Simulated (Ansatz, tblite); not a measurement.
Removing an electron: the cluster Zr3O6⁻ (the lowest doublet isomer of a short search). Total charge -1; doublet. Geometry: PBE-D4/def2-SVP. Ansatz, gas phase; energy differences of separate SCF runs; the oxidised species is a singlet (the triplet lies 2.29 eV higher at PBE0-D4/def2-TZVPD).

Cartesian coordinates in Å:
```
Zr -0.2994 -1.4767 -1.3767
Zr -0.5071 1.9050 -0.5206
Zr 1.5084 -0.2472 1.3487
O 0.4590 1.4492 1.1731
O 2.1733 -0.6188 2.9765
O -1.1798 -2.8894 -2.0541
O -1.5578 3.3625 -0.4816
O 0.6599 -1.7659 0.3566
O -1.2565 0.2813 -1.4220
```

In the def2 sets Zr takes a core potential; there is no spin–orbit coupling. The xTB rows come from tblite. The structure comes from a short search, and lower isomers may exist.

**Question.** Estimate orbital energies and vertical ionisation energies at: GFN1-xTB; GFN2-xTB; PBE-D4/def2-TZVPD; r2SCAN-D4/def2-TZVPD; PBE0-D4/def2-TZVPD.

**Answer.** 
```
               level  −HOMO (eV)  vertical IE (eV)  −LUMO (eV)  HOMO–LUMO gap (eV)
            GFN1-xTB           –              7.30           –                   –
            GFN2-xTB           –              6.98           –                   –
   PBE-D4/def2-TZVPD        1.22              3.13        0.53                0.69
r2SCAN-D4/def2-TZVPD        1.37              3.17        0.30                1.07
  PBE0-D4/def2-TZVPD        1.87              3.21       -0.09                1.97
```

  HOMO and LUMO are the levels of the spin that leaves or enters (xTB has no such levels and no spin-polarisation term). Other spin states of the ions may lie lower, which would lower the ionisation energy or raise the affinity. Raw xTB energy differences between charge states are shifted by several eV; the methods need an empirical correction for them.
